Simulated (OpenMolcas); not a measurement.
# Cu VII: Racah parameters, worked from levels

```yaml
Program: OpenMolcas
Basis: ANO-RCC-VQZP [7s6p4d3f2g1h]
Scalar_Hamiltonian: DKH2, point nucleus
Active_space: 5 electrons in 5 orbitals (3d)
State_averaging: 2S+1 = 6 even, 1 root; 2S+1 = 4 even, 24 roots; 2S+1 = 2 even, 75 roots
Spin-orbit_coupling: state interaction with AMFI integrals over the reference wave functions, term energies averaged over their components
```

Methods: CASSCF; MS-CASPT2, IPEA 0.25 Eh, imaginary shift 0.1 Eh (closed shells correlated: 3s 3p).

**Racah parameters.** Above 6S, d5 has 4D at 17B + 5C, 4G at 10B + 5C and 4P at 7B + 7C. The first two fix B and C, and the third tests them; where it misses by thousands of cm-1, two parameters do not describe the configuration (Trees and configuration-interaction terms are left out) and B and C hang on the terms chosen. Term energies are centres of gravity, weighted by 2J + 1.

```
   Source     4D     4G     B     C   C/B  4P from B, C  4P found
   CASSCF  64744  51970  1825  6744  3.70         59983     59631
MS-CASPT2  57522  47830  1385  6797  4.91         57274     52592
```

Energies in cm-1. From CASSCF to MS-CASPT2, B changes by -24.1 % and C by +0.8 %.

Term energies are means over components that CASPT2 splits; among the terms shown or strongly mixed into the levels shown the widest spread is 340 cm-1 (3d5 4G, MS-CASPT2). Without dynamic correlation excited terms often stand tens of per cent too high (terms of higher spin than the ground term too low), and those without a measured partner can miss by more than the paired ones (holds for CASSCF). Blocks of more than 70 roots (2S+1 = 2 even) ran without multistate coupling (holds for MS-CASPT2). Levels of configurations outside the active space are missing.
